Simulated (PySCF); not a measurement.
Species: C6H15AlO2.
SMILES: `COC[C@@H]1CCC[O+]1[AlH3-]`

Method used: PySCF 2.14.0, density-fitted response routines, TDDFT PBE0/def2-SVPD, vertical, gas phase, core orbitals frozen in the response. The structure is a single PBE0-D3(BJ)/def2-SVP conformer in the gas phase; no vibrational or solvent corrections.

Question: What does the calculation give for the low-lying excited states?

Answer: 

```tsv
state	E (eV)	λ (nm)	ν̃ (cm⁻¹)	f	main configurations (H = HOMO, L = LUMO)
S1	6.17	201.0	49750	0.0058	H→L (81%), H→L+4 (11%)
S2	6.32	196.1	50990	0.021	H-1→L (80%), H-1→L+4 (10%)
S3	6.53	189.9	52650	0.0080	H→L+2 (53%), H→L (12%), H→L+3 (12%)
S4	6.68	185.7	53840	0.017	H-1→L+2 (53%), H-1→L (14%), H-1→L+3 (12%)
S5	6.87	180.4	55420	0.0016	H→L+1 (55%), H→L+2 (27%), H→L+3 (9%)
S6	6.95	178.5	56030	0.0070	H→L+3 (38%), H→L+1 (26%), H→L+4 (16%)
S7	6.96	178.1	56150	0.061	H→L+4 (44%), H→L+3 (33%), H-1→L+1 (8%)
S8	7.02	176.5	56650	0.019	H-1→L+1 (66%), H-1→L+2 (9%)
S9	7.08	175.1	57110	0.027	H-1→L+3 (78%), H-1→L+2 (13%)
S10	7.17	173.0	57800	0.036	H-1→L+4 (67%), H-1→L+2 (12%), H-1→L+1 (12%)
```

Triplets, Tamm–Dancoff:

| state | E (eV) | λ (nm) | main configurations (H = HOMO, L = LUMO) |
| --- | --- | --- | --- |
| T1 | 5.88 | 210.7 | H→L (41%), H→L+4 (28%), H→L+2 (20%) |
| T2 | 5.98 | 207.4 | H-1→L (36%), H-1→L+4 (28%), H-1→L+2 (22%) |
| T3 | 6.31 | 196.4 | H→L (43%), H→L+2 (30%), H→L+3 (13%) |
| T4 | 6.47 | 191.6 | H-1→L (46%), H-1→L+2 (30%), H-1→L+3 (14%) |

The lowest singlet comes at 201 nm (595 kJ/mol) in the ultraviolet; it is weak; its leading configuration is HOMO→LUMO (81%). The most intense listed level is S7 at 6.96 eV (178 nm, f = 0.061), 0.79 eV above S1. Löwdin shares by element: HOMO hydrogen 54% or more, aluminium 34%; LUMO carbon 24% or more, hydrogen 9% or more, aluminium 8% (atoms not listed hold the other 59%). Weighted by f, the mean energy of these states is 6.89 eV. Of the 10 states listed, 6 reach f = 0.01 and none stays under 0.0005. Orbital energies (eV): HOMO-3 -8.85, HOMO-2 -7.90, HOMO-1 -7.00, HOMO -6.86, LUMO 0.18, LUMO+1 0.77, LUMO+2 0.81. The vertical ionisation energy (ΔSCF) is 8.81 eV, 1.64 eV above S10. The window holds the lowest 10 singlets.

Without π bonds the low states are Rydberg-like; a valence basis with one diffuse set may place them up to an eV too high.
